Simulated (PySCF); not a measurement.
**Ionising HgO**

PBE; Hg def2-SVP with ECP60, O def2-SVP; scalar-relativistic core potentials (PySCF 2.14). Neutral (UKS): triplet (σ ↑, π ↑), Re = 2.230 Å, ωe = 279 cm⁻¹, De = 0.58 eV, HOMO -6.04 eV, LUMO -5.17 eV.

HgO⁺ (UKS): doublet (π ↑), Re = 2.007 Å, ωe = 493 cm⁻¹, De = 1.50 eV to Hg⁺ + O. The energies at the minima are -228.48766 hartree for HgO and -228.13699 for HgO⁺.

Q: Work out the adiabatic ionisation energy, without and with harmonic zero-point energies (1 hartree = 27.2114 eV, 1 eV = 8065.5 cm⁻¹), and the change of the bond length.

A: At PBE: 0.35067 hartree = 9.542 eV between the minima; the zero-point term (493.0 − 279.0)/2 cm⁻¹ = +0.013 eV makes it 9.555 eV. Re changes by -22.3 pm against the neutral. The electron leaves a σ orbital, and the shorter bond of the ion fits an antibonding orbital, or a change in how ionic the bond is.

Spin–orbit coupling is left out, which matters for elements this heavy, above all for dissociation energies. For an ion De counts to the pair picked by the measured ionisation energies or electron affinities, which need not be the lowest pair at this level. States were picked by a PBE0 search and need not be the measured ground states.
